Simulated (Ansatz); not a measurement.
Relaxation of CH9NSSn (13 atoms, charge 0, multiplicity 1), to a largest force component of 0.03 eV/Å in at most 50 steps.

Level of theory: Ansatz 0.2.0, RKS PBE0/def2-SVP.

```xyz
13
Properties=species:S:1:pos:R:3:forces:R:3
Sn -1.180 0.628 0.915 0.09 0.01 -0.29
N 0.081 0.410 -0.737 -0.08 0.03 0.40
C -0.221 -0.632 -1.696 -0.04 0.02 0.07
H -2.798 0.889 0.370 0.00 -0.02 0.00
H -0.637 1.991 1.786 0.01 -0.01 -0.01
H -1.101 -0.844 1.776 0.01 -0.01 0.00
H 1.879 0.190 0.702 -0.13 0.03 -0.12
S 2.377 0.118 1.966 0.09 -0.04 0.02
H 0.217 1.306 -1.201 0.02 0.01 -0.01
H -1.161 -0.498 -2.268 -0.02 0.01 -0.02
H -0.299 -1.602 -1.178 0.01 -0.04 -0.02
H 0.595 -0.733 -2.431 0.03 -0.01 -0.02
H 2.248 -1.225 1.996 0.00 0.02 0.01
```

Problem. Where does it end, and by what steps?

Solution. The forces met the threshold. The force dipped under the threshold on the way, but the program's further checks kept it going. After 8 steps the energy has fallen by 0.054 eV; S8 moved furthest, 0.46 Å.

```json
{"step": "0", "energy less start (eV)": "0.0000", "largest force component (eV/Å)": "0.397", "accepted": "yes"}
{"step": "1", "energy less start (eV)": "-0.0334", "largest force component (eV/Å)": "0.131", "accepted": "yes"}
{"step": "2", "energy less start (eV)": "-0.0267", "largest force component (eV/Å)": "0.622", "accepted": "no"}
{"step": "3", "energy less start (eV)": "-0.0446", "largest force component (eV/Å)": "0.118", "accepted": "yes"}
{"step": "4", "energy less start (eV)": "-0.0478", "largest force component (eV/Å)": "0.128", "accepted": "yes"}
{"step": "5", "energy less start (eV)": "-0.0523", "largest force component (eV/Å)": "0.052", "accepted": "yes"}
{"step": "6", "energy less start (eV)": "-0.0533", "largest force component (eV/Å)": "0.036", "accepted": "yes"}
{"step": "7", "energy less start (eV)": "-0.0540", "largest force component (eV/Å)": "0.017", "accepted": "yes"}
{"step": "8", "energy less start (eV)": "-0.0541", "largest force component (eV/Å)": "0.009", "accepted": "yes"}
```

```xyz
13
Properties=species:S:1:pos:R:3
Sn -1.318 0.676 0.924
N 0.084 0.419 -0.578
C -0.132 -0.627 -1.560
H -2.883 0.881 0.235
H -0.840 2.066 1.789
H -1.268 -0.759 1.848
H 1.664 0.150 0.562
S 2.591 0.008 1.575
H 0.304 1.304 -1.032
H -1.015 -0.482 -2.215
H -0.262 -1.598 -1.053
H 0.750 -0.731 -2.214
H 2.324 -1.307 1.719
```

Time of the run: 41 s on 2 threads of Arm Neoverse V1, on a shared host, peak memory 0.3 GiB.
